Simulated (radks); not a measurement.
Question: The mean radii <r> (bohr) of the occupied orbitals of an atom or ion are listed with their occupations. Calculated with a radial shooting solver on a logarithmic mesh with Libxc functionals: scalar-relativistic Kohn-Sham, PBE, spin-unpolarised, spherical densities, finite nucleus; Fermi nuclear charge, rms radius of each element as measured or else 0.836 A^(1/3) + 0.57 fm.

orbital  occ.      <r>
1s          2  0.01744
2s          2  0.07362
2p          6  0.06624
3s          2   0.1905
3p          6   0.1913
3d         10   0.1733
4s          2   0.4233
4p          6   0.4505
4d         10   0.4782
5s          2   0.9678
4f         14   0.5330
5p          6    1.104
5d          4    1.428

Name the element and its charge.

Answer: Z = 77, iridium, charge +5: Ir5+ in [Xe] 4f14 5d4. The 1s radius gives Z: for a bare nucleus <r> = (2 gamma + 1)/(2Z) with gamma = sqrt(1 - (Z/c)^2), 0.01724 bohr for Z = 77, and screening makes it slightly larger (0.01744 here). The occupations add up to 72, and the charge is Z minus that.
